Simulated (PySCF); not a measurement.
**How methods differ on the excitation energy of Hg²⁺**

Hg²⁺ [Xe] 4f14 5d10 (1S) → Hg²⁺ [Xe] 4f14 5d9 6p1 (high-spin determinant), as a difference of total energies. Computed with PySCF 2.14 in aug-cc-pVDZ-PP with ECP60MDF, with a scalar-relativistic core potential. Correlated levels: valence: 5s2 5p6 frozen. The calculations carry no spin-orbit coupling.

```tsv
method	excitation energy (cm⁻¹)
UHF	113600
MP2 (valence)	120330
SCS-MP2 (valence)	120510
CCSD (valence)	118590
CCSD(T) (valence)	118470
```

The determinant of the upper state mixes LS terms, which raises its energy above the lowest term, most at the Hartree-Fock and MP2 levels.
